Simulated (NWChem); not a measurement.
A series in which one site is exchanged, each optimised at PBE0/def2-SVP with NWChem, gas phase unless a solvent is named. This build's default masses of Se (78.918 u) and Br (79.917 u) are each other's, which moves their modes by up to 0.6 %. For some, no frequency run checked for a minimum. def2 effective core potentials on I; no spin-orbit coupling.

A: [ZnH][F] (ZnHF; site = H)
B: [F][Zn][F] (ZnF₂; site = F)
C: [F][Zn][I] (ZnIF; site = I)
D: [F][Zn][Br] (ZnBrF; site = Br)

```
quantity                                                A     B  C     D
---------------------------------------------------  ----  ----  -  ----
dipole (D), PBE0/def2-SVP                            2.01  0.00  ?  0.57
orbital gap (eV), PBE0/def2-SVP                      9.19  8.25  ?  6.97
static polarisability, PBE0/def2-SVPD (bohr³)        24.0  19.7  ?  42.2
lowest singlet excitation, PBE0/def2-SVPD, TDA (eV)  7.86  6.77  ?  5.55
```

What belongs in the gaps?


- dipole (D), PBE0/def2-SVP, C: 0.96
- orbital gap (eV), PBE0/def2-SVP, C: 6.26
- static polarisability, PBE0/def2-SVPD (bohr³), C: 56.2
- lowest singlet excitation, PBE0/def2-SVPD, TDA (eV), C: 4.88
